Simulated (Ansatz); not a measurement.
Basis sets compared for the cluster Ta2P2. The state is a singlet with charge 0. Geometry PBE0-D4/def2-SVP. Ansatz on 4 threads of Arm Neoverse V1 on a shared host; times are rough, and most runs start from earlier orbitals.

```
atom    x (Å)    y (Å)    z (Å)
 Ta1  -0.6355  -0.3171   1.2548
 Ta2  -0.3092   1.3821  -0.2710
  P3  -0.5223  -0.8710  -1.0805
  P4   1.4670  -0.1939   0.0966
```

In the def2 sets Ta takes a core potential; there is no spin–orbit coupling. The structure comes from a short search, and lower isomers may exist.

Binding counts from free atoms (Ta quartet, P quartet) in the same basis, without a counterpoise term.

```csv
level,functions,energy (Eh),HOMO (eV),LUMO (eV),binding per atom (eV),wall time
PBE-D4/def2-SVP,100,-796.2352,-3.97,-2.76,3.77,1.2 s
PBE-D4/def2-TZVP,154,-796.4909,-3.88,-2.77,3.88,1.8 s
r2SCAN-D4/def2-TZVP,154,-796.7157,-4.05,-2.55,3.55,4.7 s
PBE0-D4/def2-SVP,100,-796.1752,-4.83,-2.09,3.38,1.6 s
PBE0-D4/def2-TZVP,154,-796.4323,-4.72,-2.11,3.52,2.5 s
```

Question: Estimate the rows for PBE-D4/def2-TZVPD, r2SCAN-D4/def2-TZVPD, PBE0-D4/def2-TZVPD.

Answer: 
| level | functions | energy (Eh) | HOMO (eV) | LUMO (eV) | binding per atom (eV) | wall time |
| --- | --- | --- | --- | --- | --- | --- |
| PBE-D4/def2-TZVPD | 172 | -796.4918 | -3.92 | -2.81 | 3.88 | 2.4 s |
| r2SCAN-D4/def2-TZVPD | 172 | -796.7164 | -4.06 | -2.58 | 3.56 | 6 s |
| PBE0-D4/def2-TZVPD | 172 | -796.4331 | -4.74 | -2.16 | 3.52 | 3.1 s |
